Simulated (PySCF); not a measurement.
Gas-phase reaction: S₆ + 6 B = 6 BS

Computed with PySCF and rigid-rotor harmonic-oscillator thermochemistry at 1 bar. † marks an energy on the PBE0/def2-TZVP geometry and frequencies; other levels use their own. 6-31G* has spherical d functions here. Open shells (unrestricted): B (multiplicity 2, electronic degeneracy 6), BS (multiplicity 2); the rest are closed-shell singlets. Spin-orbit splitting is ignored; it lowers the true energy and changes the entropy of B. B3LYP is the form with VWN-RPA correlation. The harmonic model lacks anharmonicity and excited electronic states, which grow with temperature; levels with a mode under 35 cm⁻¹ are left out. Warning, spin contamination: BS (HF/def2-TZVP†).

ΔH° and ΔS° at 298 K: B3LYP/6-31G* -1948 kJ, 17 J/K; HF/def2-TZVP† -1684 kJ, 23 J/K; M06-2X/def2-TZVP† -1866 kJ, 23 J/K.

### Question
With the heat capacities included, give log10 K (1 bar) at 500, 800, 1000, 1600, 2000 K from B3LYP/6-31G*, HF/def2-TZVP†, M06-2X/def2-TZVP†.

### Answer
```json
[
 {"T (K)": "500", "B3LYP/6-31G*": "204.1", "HF/def2-TZVP†": "176.8", "M06-2X/def2-TZVP†": "195.9"},
 {"T (K)": "800", "B3LYP/6-31G*": "127.0", "HF/def2-TZVP†": "110.1", "M06-2X/def2-TZVP†": "122.0"},
 {"T (K)": "1000", "B3LYP/6-31G*": "101.2", "HF/def2-TZVP†": "87.8", "M06-2X/def2-TZVP†": "97.3"},
 {"T (K)": "1600", "B3LYP/6-31G*": "62.1", "HF/def2-TZVP†": "53.9", "M06-2X/def2-TZVP†": "59.8"},
 {"T (K)": "2000", "B3LYP/6-31G*": "49.0", "HF/def2-TZVP†": "42.4", "M06-2X/def2-TZVP†": "47.2"}
]
```
